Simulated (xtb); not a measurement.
Job for xtb: GFN1-xTB on H5PSn (SMILES [PH2][SnH3]), a point of a torsion scan.

```
$ xtb mol.xyz --gfn 1 --sp --chrg 0 --uhf 0
7

P      1.56889283    -0.55232623     0.28065980
Sn    -0.83223662     0.05596887     0.13494340
H      1.99561606     0.75910352     0.38778529
H      1.74147431    -0.55341402    -1.09254659
H     -1.19345131     1.63509267    -0.31810958
H     -1.67112628    -0.91905959    -0.93647940
H     -1.58502722    -0.15475070     1.61075420
```

It printed:

```
[...]
           -------------------------------------------------
          |                Calculation Setup                |
           -------------------------------------------------



           -------------------------------------------------
          |                 G F N 1 - x T B                 |
           -------------------------------------------------

        Reference                      10.1021/acs.jctc.7b00118
      * Hamiltonian:
        H0-scaling (s, p, d)           1.850000    2.250000    2.000000
        zeta-weighting                 0.000000
      * Dispersion:
        s8                             2.400000
        a1                             0.630000
        a2                             5.000000
        s9                             0.000000
      * Repulsion:
        kExp                           1.500000
        rExp                           1.000000
      * Coulomb:
        alpha                          2.000000
        third order                    atomic
        anisotropic                    false
      * Halogen bond correction:
        rad-scale                      1.300000
        damping                        0.440000


          ...................................................
          :                      SETUP                      :
          :.................................................:
          :  # basis functions                  30          :
          :  # atomic orbitals                  28          :
          :  # shells                           16          :
          :  # electrons                        14          :
          :  # halogen bonds                     0          :
          :  max. iterations                   250          :
          :  Hamiltonian                  GFN1-xTB          :
          :  restarted?                      false          :
          :  GBSA solvation                  false          :
          :  PC potential                    false          :
          :  electronic temp.          300.0000000     K    :
          :  accuracy                    1.0000000          :
          :  -> integral cutoff          0.2500000E+02      :
          :  -> integral neglect         0.1000000E-07      :
          :  -> SCF convergence          0.1000000E-05 Eh   :
          :  -> wf. convergence          0.2000000E-04 e    :
          :  Broyden damping             0.4000000          :
          :  net charge                          0          :
          :  unpaired electrons                  0          :
          ...................................................

 iter      E             dE          RMSdq      gap      omega  full diag
   1     -7.7012870 -0.770129E+01  0.285E+00    5.11       0.0  T
   2     -7.7608982 -0.596113E-01  0.316E+00    5.00       1.0  T
   3     -7.8458022 -0.849040E-01  0.753E-01    5.04       1.0  T
   4     -7.8458852 -0.829453E-04  0.243E-01    5.04       1.0  T
   5     -7.8463827 -0.497494E-03  0.392E-02    5.04       1.0  T
   6     -7.8463978 -0.150880E-04  0.530E-03    5.04       7.1  T
   7     -7.8463979 -0.185707E-06  0.142E-03    5.04      26.6  T
   8     -7.8463980 -0.222374E-07  0.236E-04    5.04     160.4  T
   9     -7.8463980 -0.524594E-10  0.274E-05    5.04    1381.6  T
  10     -7.8463980 -0.826361E-11  0.535E-07    5.04   70688.6  T

   *** convergence criteria satisfied after 10 iterations ***

         #    Occupation            Energy/Eh            Energy/eV
      -------------------------------------------------------------
         1        2.0000           -0.9136711             -24.8623
         2        2.0000           -0.7348495             -19.9963
         3        2.0000           -0.5025638             -13.6755
         4        2.0000           -0.4763138             -12.9612
         5        2.0000           -0.4627985             -12.5934
         6        2.0000           -0.4542216             -12.3600
         7        2.0000           -0.4140644             -11.2673 (HOMO)
         8                         -0.2287881              -6.2256 (LUMO)
         9                         -0.1934371              -5.2637
        10                         -0.1486432              -4.0448
        11                         -0.1412049              -3.8424
        12                         -0.1336417              -3.6366
       ...                                ...                  ...
        28                          1.3870717              37.7441
      -------------------------------------------------------------
                  HL-Gap            0.1852763 Eh            5.0416 eV
             Fermi-level           -0.3214263 Eh           -8.7465 eV

 SCC (total)                   0 d,  0 h,  0 min,  0.006 sec
 SCC setup                      ...        0 min,  0.000 sec (  1.396%)
 Dispersion                     ...        0 min,  0.000 sec (  0.611%)
 classical contributions        ...        0 min,  0.000 sec (  0.263%)
 integral evaluation            ...        0 min,  0.002 sec ( 27.737%)
 iterations                     ...        0 min,  0.002 sec ( 27.619%)
 molecular gradient             ...        0 min,  0.002 sec ( 40.181%)
 printout                       ...        0 min,  0.000 sec (  2.012%)

         :::::::::::::::::::::::::::::::::::::::::::::::::::::
         ::                     SUMMARY                     ::
         :::::::::::::::::::::::::::::::::::::::::::::::::::::
         :: total energy              -7.810992339589 Eh    ::
         :: gradient norm              0.005936239753 Eh/a0 ::
         :: HOMO-LUMO gap              5.041624140711 eV    ::
         ::.................................................::
         :: SCC energy                -7.846397968430 Eh    ::
         :: -> electrostatic           0.000387470355 Eh    ::
         :: repulsion energy           0.037315112864 Eh    ::
         :: dispersion energy         -0.001909484023 Eh    ::
         :: halogen bond corr.         0.000000000000 Eh    ::
         :: add. restraining           0.000000000000 Eh    ::
         :: total charge              -0.000000000000 e     ::
         :::::::::::::::::::::::::::::::::::::::::::::::::::::

           -------------------------------------------------
          |                Property Printout                |
           -------------------------------------------------

    * Orbital Energies and Occupations

         #    Occupation            Energy/Eh            Energy/eV
      -------------------------------------------------------------
         1        2.0000           -0.9136711             -24.8623
         2        2.0000           -0.7348495             -19.9963
         3        2.0000           -0.5025638             -13.6755
         4        2.0000           -0.4763138             -12.9612
         5        2.0000           -0.4627985             -12.5934
         6        2.0000           -0.4542216             -12.3600
         7        2.0000           -0.4140644             -11.2673 (HOMO)
         8                         -0.2287881              -6.2256 (LUMO)
         9                         -0.1934371              -5.2637
        10                         -0.1486432              -4.0448
        11                         -0.1412049              -3.8424
        12                         -0.1336417              -3.6366
        13                         -0.0801034              -2.1797
        14                         -0.0775968              -2.1115
        15                         -0.0665325              -1.8104
        16                         -0.0656599              -1.7867
        17                         -0.0631055              -1.7172
        18                         -0.0524378              -1.4269
Note: The following floating-point exceptions are signalling: IEEE_DENORMAL
normal termination of xtb
       ...                                ...                  ...
        28                          1.3870717              37.7441
      -------------------------------------------------------------
                  HL-Gap            0.1852763 Eh            5.0416 eV
             Fermi-level           -0.3214263 Eh           -8.7465 eV

  Mulliken/CM5 charges         n(s)   n(p)   n(d)
     1P    -0.01984 -0.23167   1.806  3.161  0.053
     2Sn   -0.03133 -0.14927   1.882  2.063  0.086
     3H     0.02769  0.11672   0.972  0.000  0.000
     4H     0.02694  0.11587   0.973  0.000  0.000
     5H     0.00088  0.05058   0.999  0.000  0.000
     6H    -0.00079  0.05000   1.001  0.000  0.000
     7H    -0.00356  0.04777   1.004  0.000  0.000

Wiberg/Mayer (AO) data.
largest (>0.10) Wiberg bond orders for each atom

 ---------------------------------------------------------------------------
     #   Z sym  total        # sym  WBO       # sym  WBO       # sym  WBO
 ---------------------------------------------------------------------------
     1  15 P    3.064 --     4 H    0.989     3 H    0.989     2 Sn   0.763
                             5 H    0.117     6 H    0.105
     2  50 Sn   3.020 --     1 P    0.763     7 H    0.754     6 H    0.749
                             5 H    0.737
     3   1 H    1.003 --     1 P    0.989
     4   1 H    1.003 --     1 P    0.989
     5   1 H    1.001 --     2 Sn   0.737     1 P    0.117
     6   1 H    1.001 --     2 Sn   0.749     1 P    0.105
     7   1 H    1.000 --     2 Sn   0.754
 ---------------------------------------------------------------------------

Topologies differ in total number of bonds
Writing topology from bond orders to xtbtopo.mol

 dipole moment from electron density (au)
     X       Y       Z
   0.4897   0.2191  -0.2743  total (Debye):    1.531


           -------------------------------------------------
          | TOTAL ENERGY               -7.810992339589 Eh   |
          | GRADIENT NORM               0.005936239753 Eh/α |
          | HOMO-LUMO GAP               5.041624140711 eV   |
           -------------------------------------------------

------------------------------------------------------------------------
------------------------------------------------------------------------
 total:
 SCF:
```

The run finished.

Cost: very roughly 0.020 core-seconds.
